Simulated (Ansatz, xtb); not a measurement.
## Relaxing a trial structure of BGaH3N

The starting geometry of this gas-phase triplet was built from a drawn formula by distance geometry and a force field; its bonds are those of `B[NH][Ga]`.

| atom | x (Å) | y (Å) | z (Å) |
| --- | --- | --- | --- |
| B | -1.1595 | 0.9427 | 0.6306 |
| Ga | -3.2648 | 0.9970 | -1.4047 |
| N | -1.7774 | 1.5463 | -0.6249 |
| H | -0.4189 | 1.6454 | 1.2878 |
| H | -1.2086 | -0.1991 | 0.8342 |
| H | -1.4963 | 2.5843 | -0.7035 |

**Question.** Where would you expect an optimisation with r2SCAN-D4/def2-SVP to take it?

**Answer.** It keeps its bonds, and is `B[NH][Ga]`.

The energy falls by 0.51 eV over 8 steps:

| step | E − E(last) (eV) |
| --- | --- |
| 1 | 0.506 |
| 2 | 0.310 |
| 3 | 0.183 |
| 4 | 0.026 |
| 5 | 0.012 |
| 6 | 0.006 |
| 7 | 0.000 |
| 8 | 0.000 |

Final geometry (Å):

```tsv
atom	x (Å)	y (Å)	z (Å)
B	-1.1208	0.9714	0.5897
Ga	-3.1724	0.8949	-1.5175
N	-1.8068	1.6289	-0.4401
H	-0.2671	1.6003	1.1841
H	-1.3726	-0.1750	0.8705
H	-1.5859	2.5963	-0.6672
```

From the same start GFN2-xTB ends elsewhere, differing in B1–Ga2 (2.37 against 2.94 Å here).

The end wasn't checked by frequencies. Open shells are spin-unrestricted. The triplet needn't be the ground state. Run with Ansatz 0.2.0, 100 s on 1 thread of Intel(R) Xeon(R) Processor @ 2.50GHz (Skylake/Cascade Lake), on a shared host.
